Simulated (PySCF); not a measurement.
Species: B2FH6P.
SMILES: `B[PH2+][BH2-]F`

Method used: MP2 and CCSD/aug-cc-pVDZ in PySCF, restricted Hartree–Fock reference, 8 core orbitals frozen, non-relativistic, gas phase, PBE0-D3(BJ)/def2-SVP geometry.

E(HF) = -493.05422 Eh.

Task: How large is the problem?

Result: 150 basis functions and 40 electrons; 8 orbitals frozen, which leaves o = 12 correlated occupied and v = 130 virtual orbitals. That is o·v = 1560 singles and o·v(o·v + 1)/2 = 1217580 distinct closed-shell doubles amplitudes before symmetry; the costliest CCSD step grows as o²v⁴ = 4.1 × 10^10.

Task: What are the MP2 and CCSD correlation energies?

Result: MP2 -0.5274 Eh and CCSD -0.5830 Eh, which gives totals of -493.58166 and -493.63718 Eh. That is 0.661 eV for each correlated electron at CCSD (1531 kJ/mol in all, 0.118 % of the total energy); MP2 gives 90.5 % of the CCSD value.

Task: What is the T1 diagnostic?

Result: 0.0159, below the customary warning level of 0.02. It is the norm of the spatial-orbital singles amplitudes over the root of the number of correlated electrons, so the norm is 0.078.

Task: How does correlation change the dipole moment?

Result: HF gives 4.66 D and CCSD (unrelaxed density) 4.24 D, a change of -0.42 D.

Connected triples and the basis-set limit are missing.

The job also held the EOM ionisation roots. The run took 3.4 min of wall time on Arm Neoverse V2, one thread, shared host with 192 logical CPUs at a one-minute load of 35, and the process peaked at 2.6 GiB of memory.

The values belong to the conformer `[BH2:1][PH2+:2][BH2-:3][F:4]`: B1–P2–B3–F4 -59°.
